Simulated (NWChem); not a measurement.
Molecule: GaO, doublet; SMILES [O]=[Ga]

Results from NWChem. Spin-unrestricted. Medium grid unless said otherwise, to which SCAN and Minnesota functionals are sensitive. Coordinates come from a PBE0/def2-SVP, spin-unrestricted optimisation. No stability test was run on the SCF state. Total energies of different functionals are on different scales.

| level | energy (Ha) | highest occupied level (eV) | lowest empty minus highest occupied level, either spin (eV) | dipole (D) | <S²> |
|---|---|---|---|---|---|
| B3LYP/def2-TZVP | -2000.1133 | -7.73 | 3.02 | 3.64 | 0.760 |
| PBE/def2-TZVP | -1999.7011 | -6.49 | 1.00 | 3.54 | 0.755 |
| revPBE/def2-TZVP | -1999.9071 | -6.40 | 1.05 | 3.54 | 0.755 |
| LC-wPBE (HJS exchange hole, range parameter 0.4 per bohr)/def2-TZVP | -1999.7445 | -10.75 | 8.63 | 4.01 | 0.771 |
| LDA (Slater exchange, VWN5)/def2-TZVP | -1996.5179 | -6.67 | 0.75 | 3.63 | 0.753 |
| PW6B95/def2-TZVP | -2001.0932 | ? | ? | 3.67 | 0.761 |
| M06-2X/def2-TZVP | -2000.0219 | -9.17 | 5.60 | 4.13 | 0.770 |
| LDA (Slater exchange, PW92)/def2-TZVP | -1996.5025 | -6.67 | 0.74 | 3.63 | 0.753 |
| BHandHLYP/def2-TZVP | -1999.9940 | -9.10 | 6.10 | 3.55 | 0.772 |
| SCAN/def2-TZVP | -2000.1974 | -6.92 | 1.84 | 3.46 | 0.762 |
| MN15/def2-TZVP | -2000.2826 | -8.68 | 4.73 | 3.57 | 0.764 |

Complete the blanks.


- PW6B95/def2-TZVP, highest occupied level (eV): -8.07
- PW6B95/def2-TZVP, lowest empty minus highest occupied level, either spin (eV): 3.76
